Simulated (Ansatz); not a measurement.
`FBN([SiH3])[SiH3]` and `CN([SiH3])[SiH3]` differ in one atom or group.

Ansatz, PBE0-D4/def2-TZVP geometries, multiplicity 1. Each molecule was computed in one conformer, which needn't be the lowest.

```
                                                                                  property  `FBN([SiH3])[SiH3]`
ideal-gas entropy at 298 K and 1 bar (rigid rotor, harmonic PBE0-D4/def2-TZVP) / J/(mol·K)                  364
                                                         HOMO energy (PBE/def2-TZVPP) / eV                -7.14
                                            size of the dipole moment (PBE/def2-TZVPP) / D                 1.20
                                                       HOMO energy (B3LYP/def2-TZVPP) / eV                -8.21
                                                         LUMO energy (PBE/def2-TZVPP) / eV                -1.02
                                                   HOMO–LUMO gap (ωB97M-V/def2-TZVPP) / eV                12.29
```

(1) Give the same properties after the change, and the shifts. (Best estimate.)

Results:

(1) The calculation gave: 
```csv
property,`CN([SiH3])[SiH3]`,shift
"ideal-gas entropy at 298 K and 1 bar (rigid rotor, harmonic PBE0-D4/def2-TZVP) / J/(mol·K)",355,-9
HOMO energy (PBE/def2-TZVPP) / eV,-5.80,1.34
size of the dipole moment (PBE/def2-TZVPP) / D,0.89,-0.31
HOMO energy (B3LYP/def2-TZVPP) / eV,-6.87,1.34
LUMO energy (PBE/def2-TZVPP) / eV,-0.76,0.26
HOMO–LUMO gap (ωB97M-V/def2-TZVPP) / eV,11.12,-1.17
```

With PBE0 the HOMO rises by 1.35 eV and the LUMO rises by 0.16 eV, so the gap narrows by about 1.19 eV. PBE moves the HOMO by 1.34 eV and ωB97M-V by 1.30 eV. The zero-point energy changes by 55.2 kJ/mol with +3 modes. Dipoles are sizes alone; their direction can turn.

B3LYP here is the variant with VWN-RPA as its local correlation; programs differ in this.
